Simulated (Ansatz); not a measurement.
Reaction (redistribution): `[CH3][In]([OH])[Cl]` + `[NH2][Sn][Br]` → `[CH3][In]([NH2])[OH]` + `[Cl][Sn][Br]`

Calculated with Ansatz (gas phase, PBE0-D4/def2-TZVP geometries, no zero-point term in ΔE). CCSD(T)/CBS is the MP2 limit (def2-TZVPP, def2-QZVPP) plus CCSD(T) − MP2 in def2-TZVPP, frozen cores. Functionals use def2-TZVPP. def2 core potentials past Kr. For Br, In, Sn outer-core shells are correlated without core-valence functions, which leaves a few kJ/mol of doubt a bond. Scalar relativity is left out up to krypton. One conformer a species, not always the lowest.

```
        level  ΔE (kJ/mol)
   r2SCAN0-D4         31.0
       B2PLYP         28.4
        BHLYP         29.3
HF/def2-TZVPP         36.0
```

Problem. What does CCSD(T)/CBS give? (Best estimate.)

Solution. The calculation gave: +25.5 kJ/mol. The listed levels differ from it by 5.5, 2.9, 3.8, 10.5 kJ/mol.

Largest T1 diagnostic among the species: 0.015.

From BLYP to BHLYP (50 % exact exchange), in def2-TZVPP and without D4, ΔE moves by +6.4 kJ/mol. At CCSD(T), def2-SVP lies +13.1 kJ/mol from the extrapolated value and def2-TZVPP +5.4 kJ/mol. Leaving LDA and LC-ωPBE aside and taking each functional with its dispersion term where it has one, the values, not all of them listed here, spread over 7.5 kJ/mol, from BLYP-D4 to r2SCAN0-D4.
